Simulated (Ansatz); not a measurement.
One change: `[CH3][AlH][O][SiH](F)F` becomes `O[SiH2]O[SiH](F)F`.

Ansatz, PBE0-D4/def2-TZVP geometries, multiplicity 1. Each molecule was computed in one conformer, which needn't be the lowest.

```tsv
property	`[CH3][AlH][O][SiH](F)F`
LUMO energy (ωB97M-V/def2-TZVPP) / eV	0.61
HOMO–LUMO gap (PBE0/def2-TZVPP) / eV	7.37
HOMO–LUMO gap (PBE/def2-TZVPP) / eV	5.28
size of the dipole moment (ωB97M-V/def2-TZVPP) / D	2.74
size of the dipole moment (PBE/def2-TZVPP) / D	2.74
LUMO energy (PBE/def2-TZVPP) / eV	-1.73
```

What does the change do to each property? (An estimate is asked.)

Ansatz gave: 
| property | `O[SiH2]O[SiH](F)F` | shift |
| --- | --- | --- |
| LUMO energy (ωB97M-V/def2-TZVPP) / eV | 1.83 | 1.22 |
| HOMO–LUMO gap (PBE0/def2-TZVPP) / eV | 9.52 | 2.15 |
| HOMO–LUMO gap (PBE/def2-TZVPP) / eV | 7.18 | 1.90 |
| size of the dipole moment (ωB97M-V/def2-TZVPP) / D | 2.44 | -0.30 |
| size of the dipole moment (PBE/def2-TZVPP) / D | 2.39 | -0.35 |
| LUMO energy (PBE/def2-TZVPP) / eV | -0.58 | 1.15 |

With PBE0 the HOMO falls by 0.91 eV and the LUMO rises by 1.25 eV, so the gap widens by about 2.16 eV. PBE moves the HOMO by -0.73 eV and ωB97M-V by -0.98 eV. Dipoles are sizes alone; their direction can turn.
